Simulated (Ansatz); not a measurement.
Frontier orbitals of C$_{3}$H$_{9}$GaGe, SMILES `[GaH2][CH]1C[CH2][GeH2]1`.

```xyz
14

Ga    0.1940    1.4774    1.6259
C     0.3081   -0.3067    0.8401
C    -0.9399   -0.8769    0.1113
C    -0.7462   -0.3860   -1.3411
Ge    1.1702   -0.1530   -0.9520
H     1.3051    1.9694    2.6226
H    -0.9725    2.4445    1.1950
H     0.8088   -0.9938    1.5239
H    -1.8997   -0.5789    0.5463
H    -0.9109   -1.9707    0.1339
H    -1.2061    0.5909   -1.5052
H    -1.0739   -1.0656   -2.1258
H     2.1033   -1.3226   -1.3224
H     1.8596    1.1718   -1.3525
```

Charge 0, multiplicity 1. Correlated methods include outer-core shells of Ga, Ge, which these sets cover unevenly. Scalar relativity is left out up to krypton. The structure was optimised at the PBE0-D4/def2-TZVP level. Basis def2-TZVPP, Ansatz.

```json
{"functional": "revPBE", "HOMO (eV)": "-6.06", "LUMO (eV)": "-1.98"}
```

Problem. Give HOMO and LUMO (eV) with LDA (SPW92), PBE, BLYP, r2SCAN, B97M-V, PBE0, B3LYP, r2SCANh, r2SCAN0, HSE06 (plane-wave form), BHLYP, CAM-B3LYP, LC-ωPBE, ωB97X-V, ωB97M-V, HF. (An estimate is asked.)

Solution. Computed: 
```
             functional   HOMO   LUMO
            LDA (SPW92)  -6.24  -2.40
                    PBE  -6.11  -2.11
                   BLYP  -5.98  -2.05
                 r2SCAN  -6.33  -1.86
                 B97M-V  -6.41  -2.09
                   PBE0  -7.22  -1.32
                  B3LYP  -7.02  -1.59
                r2SCANh  -6.74  -1.58
                r2SCAN0  -7.36  -1.18
HSE06 (plane-wave form)  -6.82  -1.69
                  BHLYP  -8.22  -0.58
              CAM-B3LYP  -8.50  -0.45
                LC-ωPBE  -9.80   0.73
                ωB97X-V  -9.47   0.56
                ωB97M-V  -9.35   0.33
                     HF  -9.79   1.48
```

B3LYP here is the variant with VWN-RPA as its local correlation; programs differ in this. LC-ωPBE has ω = 0.4 bohr⁻¹. Positive LUMOs are unbound and depend on the basis.
